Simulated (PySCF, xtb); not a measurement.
BeCl₂, SMILES [Cl][Be][Cl].

Harmonic wavenumbers (cm⁻¹) from GFN2-xTB in xtb at its own minimum, in rising order: 214, 214, 374, 1026.

Problem. What does PBE-D3(BJ)/def2-TZVP (PySCF) give at its own minimum? (An estimate is asked for; the answer gives what the named calculation found.)

Solution. 233, 233, 387, 1115. Paired by order, the mean absolute difference is 35 cm⁻¹ and the zero-point energies are 2.6 and 2.8 kcal/mol.
